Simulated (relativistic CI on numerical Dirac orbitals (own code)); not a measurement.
**Rh²⁺: M2,3 absorption edge**

Computed with this model: Dirac-Coulomb-Breit CI, KLI orbitals optimised for each configuration, a model potential for QED, multiplet model of core-to-valence dipole absorption, unscaled Slater integrals; configurations [Kr] 4d7 → [Ne] 3s2 3p5 3d10 4s2 4p6 4d8; 10 K; Lorentzian 3 eV and Gaussian 0.4 eV FWHM. Energies are those of the free ion, without screening or charge transfer. The branching ratio is the share of the lower-energy edge in the whole absorption, uncertain by about 0.02 where the edges overlap. S is read from ⟨S²⟩ = S(S + 1).

Field parameters in Wybourne normalisation: Oh B⁴₀ = 21Dq, B⁴₄ = √(5/14) B⁴₀. The field is a parameter set, without covalency.

free ion: ground-state S = 1.49, centroid 502.15 eV, branching ratio 0.904. Peaks (eV, height): 499.5 (100), 525.0 (12).

Oh, 10Dq = 10650 cm⁻¹: ground-state S = 1.50, centroid 503.37 eV, branching ratio 0.868. Peaks (eV, height): 500.0 (100), 526.0 (18).

Oh, 10Dq = 16550 cm⁻¹: ground-state S = 1.49, centroid 503.81 eV, branching ratio 0.858. Peaks (eV, height): 500.5 (100), 526.5 (21).

Oh, 10Dq = 22500 cm⁻¹: ground-state S = 0.60, centroid 505.32 eV, branching ratio 0.803. Peaks (eV, height): 500.0 (100), 526.0 (23).

Oh, 10Dq = 28400 cm⁻¹: ground-state S = 0.53, centroid 506.54 eV, branching ratio 0.771. Peaks (eV, height): 500.5 (100), 526.0 (27).

Oh, 10Dq = 34350 cm⁻¹: ground-state S = 0.51, centroid 507.33 eV, branching ratio 0.757. Peaks (eV, height): 501.0 (100), 525.5 (29).

The statistical ratio of this edge is 2/3 = 0.667. Values above it arise where the holes sit mainly in the j = l + 1/2 valence subshell or the ground state has high spin; values below it where core-valence Coulomb terms move weight to the upper edge, as in nearly empty shells.

Strongest unbroadened transitions for Oh, 10Dq = 34350 cm⁻¹:

| Energy (eV) | Relative strength |
| --- | --- |
| 500.00 | 95.2 |
| 500.16 | 61.9 |
| 501.50 | 100.0 |
| 501.66 | 30.9 |
| 501.75 | 49.3 |
| 503.45 | 34.2 |
| 503.84 | 0.3 |
| 504.17 | 0.8 |
| 504.29 | 0.6 |
| 505.73 | 0.6 |
| 506.14 | 0.5 |
| 506.30 | 0.5 |
| 506.45 | 0.4 |
| 525.01 | 6.5 |
| 525.21 | 49.3 |
| 527.00 | 45.1 |
| 528.57 | 18.9 |
| 529.40 | 0.6 |
